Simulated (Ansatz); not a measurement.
`[SiH3]S[SiH2]S[SiH3]` + `[SH][GeH3]` → `[SiH3]S[SiH2]S` + `[SiH3][S][GeH3]`  (redistribution)

Calculated with Ansatz (gas phase, PBE0-D4/def2-TZVP geometries, no zero-point term in ΔE). CCSD(T)/CBS adds triple-zeta CCSD(T) − MP2 to the extrapolated MP2 energy (def2 sets, frozen cores). Functionals use def2-TZVPP. B3LYP here is the variant with VWN-RPA as its local correlation; programs differ in this. For Ge outer-core shells are correlated without core-valence functions, which leaves a few kJ/mol of doubt a bond. Scalar relativity is left out up to krypton. One conformer a species, not always the lowest.

Problem. Is it downhill or uphill in electronic energy at CCSD(T)/CBS, and by how much? (An estimate is asked.)

Solution. Computed: Uphill: ΔE = +6.7 kJ/mol.

Problem. What do these levels give: PBE-D4, PBE0-D4, B3LYP-D4, ωB97M-V, B2PLYP, PBE0, HF/def2-TZVPP, MP2/def2-TZVPP, SCS-MP2/def2-TZVPP, HF/CBS(def2), MP2/CBS(def2), CCSD/CBS(def2)? (An estimate is asked.)

Solution. Ansatz gave: PBE-D4 8.1, PBE0-D4 8.7, B3LYP-D4 9.2, ωB97M-V 8.4, B2PLYP 4.1, PBE0 4.3, HF/def2-TZVPP 1.7, MP2/def2-TZVPP 8.0, SCS-MP2/def2-TZVPP 6.5, HF/CBS(def2) 1.4, MP2/CBS(def2) 8.1, CCSD/CBS(def2) 5.8 kJ/mol.

Largest T1 diagnostic among the species: 0.012.

The D4 term adds +7.7 kJ/mol with B3LYP and +4.4 kJ/mol with PBE0; it sums over pairs of atoms, weighted by their polarisabilities, and B3LYP, whose exchange is more repulsive, gets the larger term. In def2-TZVPP, CCSD(T) changes the Hartree–Fock value by +4.9 kJ/mol (the triples alone add +0.9 kJ/mol) and MP2 by +6.3 kJ/mol.
